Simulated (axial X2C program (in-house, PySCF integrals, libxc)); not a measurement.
# Density and ELF of SiTe⁻

All values were computed with an axial X2C code built on PySCF integrals. Two-component (2c) means X2C with spin–orbit coupling and atomic mean-field two-electron Coulomb and Gaunt terms. Basis: Te dyall-acv3z [12s13p9d5f1g], Si dyall-av3z [9s8p3d2f] (cores contracted in-house); Gaussian nuclei, density fitting, unrestricted open shells. Masses: Te 129.906 u, Si 27.977 u.

PBE0, 2c, state Ω = 1/2 (⟨Sz⟩ = -0.50, ⟨Lz⟩ = 1.00 at PBE0); Te at z = 0, Si at z = 2.404 Å.

The maps cover the half plane through the axis: z from -2.4 to 4.8 Å along the bond, ρ from 0.15 to 2.25 Å away from it.

log10 of the density in e/bohr³:

```
 ρ\z  -2.4  -1.8  -1.2  -0.6   0.0   0.6   1.2   1.8   2.4   3.0   3.6   4.2   4.8
0.15  -2.9  -2.1  -1.3  -0.2   1.8  -0.2  -1.0  -0.9   1.1  -0.9  -1.5  -2.2  -3.0
0.45  -2.9  -2.2  -1.4  -0.6   0.4  -0.6  -1.1  -1.1  -0.3  -1.1  -1.6  -2.3  -3.0
0.75  -3.0  -2.3  -1.6  -1.0  -0.6  -1.0  -1.3  -1.3  -1.2  -1.3  -1.7  -2.4  -3.1
1.05  -3.1  -2.4  -1.8  -1.3  -1.1  -1.3  -1.6  -1.6  -1.4  -1.5  -2.0  -2.5  -3.2
1.35  -3.3  -2.6  -2.1  -1.6  -1.5  -1.6  -1.8  -1.8  -1.7  -1.8  -2.2  -2.7  -3.3
1.65  -3.5  -2.9  -2.3  -2.0  -1.8  -2.0  -2.1  -2.2  -2.1  -2.2  -2.5  -2.9  -3.5
1.95  -3.6  -3.1  -2.6  -2.3  -2.2  -2.3  -2.5  -2.5  -2.4  -2.5  -2.8  -3.2  -3.6
2.25  -3.8  -3.4  -3.0  -2.7  -2.6  -2.6  -2.8  -2.8  -2.8  -2.8  -3.0  -3.4  -3.8
```

Electron localisation function (collinear form, no current term, damped to 0 at low density):

```
 ρ\z  -2.4  -1.8  -1.2  -0.6   0.0   0.6   1.2   1.8   2.4   3.0   3.6   4.2   4.8
0.15  0.16  0.56  0.67  0.48  0.77  0.47  0.73  0.06  0.51  0.07  0.93  0.79  0.27
0.45  0.15  0.55  0.72  0.28  0.76  0.25  0.73  0.16  0.50  0.23  0.93  0.77  0.25
0.75  0.13  0.52  0.76  0.39  0.27  0.32  0.69  0.54  0.16  0.84  0.92  0.72  0.21
1.05  0.10  0.46  0.75  0.71  0.49  0.62  0.61  0.60  0.77  0.92  0.89  0.65  0.15
1.35  0.07  0.38  0.70  0.80  0.76  0.69  0.50  0.50  0.78  0.89  0.82  0.54  0.10
1.65  0.04  0.28  0.60  0.75  0.75  0.62  0.37  0.38  0.67  0.80  0.72  0.39  0.06
1.95  0.02  0.17  0.47  0.64  0.65  0.48  0.24  0.25  0.51  0.66  0.56  0.23  0.03
2.25  0.01  0.08  0.29  0.48  0.49  0.32  0.13  0.15  0.34  0.46  0.35  0.11  0.01
```

Axial spin density in 10⁻³ e/bohr³:

```
 ρ\z  -2.4  -1.8  -1.2  -0.6   0.0  0.6   1.2   1.8    2.4   3.0   3.6   4.2   4.8
0.15   0.0   0.1   0.5   0.2  -0.9  0.1   0.4  -0.3  -84.3   2.5   2.2   0.6   0.1
0.45   0.0   0.1   0.1   0.0   0.2  0.5   0.0  -4.1   -1.8  -2.7   0.6   0.3   0.1
0.75   0.0   0.0  -0.2  -1.0  -0.9  0.9  -0.3  -6.8  -13.4  -7.2  -1.0   0.0   0.0
1.05   0.0  -0.1  -0.4  -1.2  -0.8  0.9  -0.4  -5.7  -11.5  -6.9  -1.6  -0.2   0.0
1.35   0.0  -0.1  -0.3  -0.8  -0.4  0.6  -0.3  -3.6   -6.8  -4.7  -1.5  -0.3  -0.1
1.65   0.0  -0.1  -0.2  -0.4  -0.1  0.3  -0.2  -2.0   -3.6  -2.8  -1.1  -0.3  -0.1
1.95   0.0  -0.1  -0.1  -0.2   0.0  0.2  -0.1  -1.0   -1.8  -1.5  -0.7  -0.2  -0.1
2.25   0.0   0.0  -0.1  -0.1   0.0  0.1  -0.1  -0.5   -0.9  -0.8  -0.5  -0.2  -0.1
```

The state is one determinant whose occupation by symmetry is held fixed; it was picked as the lowest of a PBE0 search that is not exhaustive. Density functionals use the spin component along the axis (collinear). The functionals have no current-density term, which raises determinants with orbital currents, atoms included. The highest occupied level of some functionals is positive through self-interaction error; at Hartree–Fock it is bound. The determinant is spin-polarised beyond a pure state at some levels (its spin-free form has ⟨S²⟩ too high), which makes Re and μ there less reliable.
